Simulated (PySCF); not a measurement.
Electron correlation in Sc (scandium, neutral)

Starting occupation: [Ar] 3d1 4s2, 3d3/2 with m_j = +3/2. Calculation: PySCF 2.14, in x2c-SVPall-2c with one added diffuse shell each of s, d type (6s5p4d1f, 48 functions); X2C-1e with screened-nucleus spin-orbit coupling, Gaussian nucleus. Frozen: [Ne]; 11 electrons correlated.

MP2 pair energies summed by pair of shells (mhartree):

| pair | energy | share (%) |
| --- | --- | --- |
| 3p3/2-3p3/2 | -60.24 | 30.1 |
| 3p1/2-3p3/2 | -58.10 | 29.1 |
| 4s1/2-4s1/2 | -21.56 | 10.8 |
| 3p3/2-4s1/2 | -18.50 | 9.3 |
| 3p1/2-3p1/2 | -15.33 | 7.7 |
| 3p1/2-4s1/2 | -9.11 | 4.6 |
| 3p3/2-3s1/2 | -5.75 | 2.9 |
| 3s1/2-3s1/2 | -5.17 | 2.6 |
| 3p1/2-3s1/2 | -2.86 | 1.4 |
| 3d3/2-4s1/2 | -1.22 | 0.6 |
| 3s1/2-4s1/2 | -1.05 | 0.5 |
| 3d3/2-3p3/2 | -0.60 | 0.3 |
| 3d3/2-3p1/2 | -0.25 | 0.1 |
| 3d3/2-3s1/2 | -0.07 | 0.0 |

Total MP2 correlation energy: -199.80 mhartree.

This basis was not built for core-valence correlation, so the inner-shell part is incomplete.
